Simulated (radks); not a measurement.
Results of a calculation; reference values are marked as such.
Effect of the nuclear size on the lanthanum ion La2+, [Xe] 5d1. Code: a radial shooting solver on a logarithmic mesh with Libxc functionals. Model: Dirac Kohn-Sham, relativistic LDA (MacDonald-Vosko exchange, VWN5 correlation), spin-unpolarised, spherical densities, finite nucleus; open shells fill j = l - 1/2 first; Fermi nuclear charge, rms radius 4.855 fm. The rms radius is varied about that value; shifts are against it.

rms radius (fm)  total energy shift (eV)  density at nucleus (e/bohr^3)  1s1/2 shift (meV)  2s1/2 shift (meV)  4p1/2 shift (meV)  5s1/2 shift (meV)  5p1/2 shift (meV)  6s1/2 (empty) shift (meV)
4.1559                             -2.48                      3.584e+05              -1030               -124              0.361             -0.988              0.078                     -0.179
4.4812                             -1.36                       3.53e+05               -564              -68.4              0.199             -0.544              0.043                     -0.098
4.855                                  0                      3.474e+05              0.000              0.000              0.000              0.000              0.000                      0.000
5.1026                             0.951                      3.439e+05                394               47.7             -0.139              0.379             -0.030                      0.069
5.5784                              2.89                      3.379e+05               1190                145             -0.420               1.15             -0.090                      0.208

Slopes of the eigenvalues against <r^2> in GHz/fm^2, as finite differences over the two radii next to the reference (eigenvalue slopes, not the field-shift constants of lines): 1s1/2 38900, 2s1/2 4720, 4p1/2 -13.7, 5s1/2 37.5, 5p1/2 -2.94, 6s1/2 (empty) 6.77.
